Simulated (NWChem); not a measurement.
System: SiH4TeO; SMILES [SiH3]O[TeH]

The following NWChem deck was run.

```
start job
memory heap 200 mb stack 900 mb global 1100 mb
geometry units angstroms noautoz
  Te    -0.211244    -0.875643     0.093020
  H     -0.795669    -0.925061    -1.474580
  O      0.701263     0.890384    -0.122892
  Si    -0.120681     2.338906     0.045382
  H     -1.189808     2.477007    -0.992756
  H      0.893161     3.417297    -0.132255
  H     -0.753979     2.456286     1.395259
end
basis spherical
  * library def2-svp
end
ecp
  Te library def2-ecp
end
dft
  xc pbe0
  iterations 150
  vectors input atomic output neutral.movecs
end
task dft energy
charge 1
dft
  odft
  mult 2
  vectors input atomic output cation.movecs
end
task dft energy
```

Structure relaxed at the PBE0/def2-SVP level. No frequency run checked for a minimum. def2 effective core potentials on Te; no spin-orbit coupling.

Ions are spin-unrestricted doublets at the neutral geometry; other ion states weren't tried.

Problem. Give the results of this calculation. (PBE0/def2-SVP with def2 effective core potentials on Te, vertical spin-unrestricted ions.) Quantities: vertical ionisation energy, ΔSCF (eV); −ε(HOMO) (eV).

Solution. vertical ionisation energy, ΔSCF (eV): 8.69
−ε(HOMO) (eV): 6.42
